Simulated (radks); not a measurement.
Values are calculated unless marked as measured or tabulated.
Level of theory: scalar-relativistic Kohn-Sham, LDA (Slater exchange, Perdew-Wang correlation), spin-polarised, spherical densities, finite nucleus; Fermi nuclear charge, rms radius of each element as measured or else 0.836 A^(1/3) + 0.57 fm (a radial shooting solver on a logarithmic mesh with Libxc functionals). Response by self-consistent Sternheimer equations with the Hartree and adiabatic LDA kernel, the relativistic mass of each level held fixed and spin-orbit coupling left out. Rank As3+, Br5+, Rb7+, Zn, Kr6+, Sr8+, Ga+, Se4+, Ge2+ (NIST ground configurations) by static dipole polarisability, largest first.

Answer. Zn 36.16, Ga+ 16.70, Ge2+ 9.853, As3+ 6.522, Se4+ 4.624, Br5+ 3.434, Kr6+ 2.637, Rb7+ 2.077, Sr8+ 1.670 bohr^3.
